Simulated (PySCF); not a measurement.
How methods differ on the ionisation energy of As

As [Ar] 3d10 4s2 4p3 (4S) → As⁺ [Ar] 3d10 4s2 4p2 (3P), as a difference of total energies. Computed with PySCF 2.14 in aug-cc-pwCVDZ-PP with ECP10MDF (6s5p4d1f, 48 functions), with scalar relativity through the core potential. Correlated levels: valence and next inner shell: nothing frozen outside the core potential. The calculations carry no spin-orbit coupling.

```
                                method  ionisation energy (eV)
                                   UHF                   9.425
    MP2 (valence and next inner shell)                   9.889
SCS-MP2 (valence and next inner shell)                   9.725
   CCSD (valence and next inner shell)                   9.797
CCSD(T) (valence and next inner shell)                   9.811
```

Question: How much does correlation contribute at CCSD(T) (valence and next inner shell)?

Answer: 9.811 − (9.425) = 0.386 eV, measured against UHF.

Errors of the correlated levels include the incompleteness of this basis.

For comparison: 10.008 eV (measured; NIST levels, between the centres of gravity of the two terms).
